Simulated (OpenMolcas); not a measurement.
# Tm2+ in a point-charge field

Tm2+ among 8 point charges of -0.5 e arranged as a cube (Oh), 3.04 Å from the ion.
```
   1.7551    1.7551    1.7551  -0.50
   1.7551    1.7551   -1.7551  -0.50
   1.7551   -1.7551    1.7551  -0.50
   1.7551   -1.7551   -1.7551  -0.50
  -1.7551    1.7551    1.7551  -0.50
  -1.7551    1.7551   -1.7551  -0.50
  -1.7551   -1.7551    1.7551  -0.50
  -1.7551   -1.7551   -1.7551  -0.50
```

| Quantity | Value |
| --- | --- |
| Program | OpenMolcas 26.06 |
| Method | SS-CASPT2, IPEA 0.25 Eh, imaginary shift 0.1 Eh (closed shells correlated: 5s 5p) |
| Basis | ANO-RCC-VDZP [7s6p4d2f1g] |
| Scalar Hamiltonian | DKH2, point nucleus |
| Active space | 13 electrons in 7 orbitals (4f) |
| State averaging | 2S+1 = 2 odd, 7 roots |
| Spin-orbit coupling | RASSI with atomic mean-field integrals over the reference wave functions |

The lowest spin-free states (labels of O, the rotations of Oh), above the lowest:

```json
{"State": "2T2", "Degeneracy": "3", "E (cm-1)": "0", "Free-ion L (%)": "F (100)"}
{"State": "2T1", "Degeneracy": "3", "E (cm-1)": "46", "Free-ion L (%)": "F (100)"}
{"State": "2A2", "Degeneracy": "1", "E (cm-1)": "59", "Free-ion L (%)": "F (100)"}
```

The lowest levels with spin-orbit coupling:

```json
{"E (cm-1)": "0", "Degeneracy": "4", "Label": "Γ8", "2S+1": "2", "J": "3.50", "|mJ| (%)": "3/2 (37)", "g": ""}
{"E (cm-1)": "16", "Degeneracy": "2", "Label": "Γ7", "2S+1": "2", "J": "3.50", "|mJ| (%)": "5/2 (75)", "g": "3.43 3.43 3.43"}
{"E (cm-1)": "30", "Degeneracy": "2", "Label": "Γ6", "2S+1": "2", "J": "3.50", "|mJ| (%)": "1/2 (58)", "g": "2.67 2.67 2.67"}
{"E (cm-1)": "8850", "Degeneracy": "2", "Label": "Γ7", "2S+1": "2", "J": "2.50", "|mJ| (%)": "3/2 (83)", "g": "1.42 1.42 1.42"}
{"E (cm-1)": "8850", "Degeneracy": "4", "Label": "Γ8", "2S+1": "2", "J": "2.50", "|mJ| (%)": "1/2 (50)", "g": ""}
```

Powder χT (cm3 K/mol): 1.1 at 2 K, 1.85 at 10 K, 2.51 at 50 K, 2.56 at 100 K, 2.57 at 200 K, 2.57 at 300 K. The effective moment at 300 K is 2.828 √(χT) = 4.54 μB.

Hund's rules give f13 the level 2F7/2 with g = 1.143, so an isolated free-ion multiplet has χT = g² J(J+1) / 8 = 2.571 cm3 K/mol. The computed 2.575 at 300 K differs by 0 %, through the field's splitting, the mixing of terms and any other multiplet in reach.

Stevens parameters of the J = 7/2 multiplet, which is 30 cm-1 wide (cm-1, z along the main axis): B40 = 4.142e-03, B44 = 2.071e-02, B60 = -5.961e-04, B64 = 1.252e-02.

Roots that are degenerate in the reference are averaged as groups; the widest CASPT2 spread within a group is 23 cm-1 (the 3-fold group of multiplicity 2 near 0 cm-1 above the lowest state of its run). Shifts and gaps below about the spread of the groups concerned are not significant. Point charges carry no covalency, so the field is a model and not that of real ligands. No measured value stands beside these numbers.
